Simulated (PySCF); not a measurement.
ReO2F2, SMILES [O]=[Re](=[O])([F])[F] (connectivity only; charge and spin as stated), neutral, multiplicity 2.

Geometry: B3LYP-D3(BJ)/def2-SVP. The multiplicity is an assumed one; other spin states were not compared. The def2 effective core potentials stand for the cores of Re; spin–orbit coupling is left out.

Level of theory: TDA-PBE/def2-SVPD (PySCF).

Vertical excitations. 

Question: Estimate the UV-visible absorptions. (An estimate is asked for; the answer gives what the named calculation found.)

Answer: 
```
state    energy (eV)  λ (nm)      f                                main pairs
-------  -----------  ------  -----  ----------------------------------------
root 1          1.47     844  0.000                         α HOMO→LUMO 100 %
root 2          2.53     489  0.001                        α HOMO→LUMO+1 99 %
root 3          3.26     381  0.000                        α HOMO→LUMO+2 99 %
root 4          3.96     313  0.000                          β HOMO→LUMO 95 %
root 5          4.16     298  0.000    α HOMO−1→LUMO 76 %, β HOMO→LUMO+1 22 %
root 6          4.26     291  0.003                        α HOMO→LUMO+3 95 %
root 7          4.68     265  0.000    α HOMO−1→LUMO 18 %, β HOMO→LUMO+1 72 %
root 8          4.74     262  0.000  α HOMO−2→LUMO 55 %, β HOMO−1→LUMO+1 36 %
root 9          4.79     259  0.007     α HOMO−1→LUMO 5 %, β HOMO−1→LUMO 87 %
root 10         4.87     255  0.003     α HOMO−4→LUMO 7 %, β HOMO−2→LUMO 88 %
```
Unrestricted roots are not spin-pure.
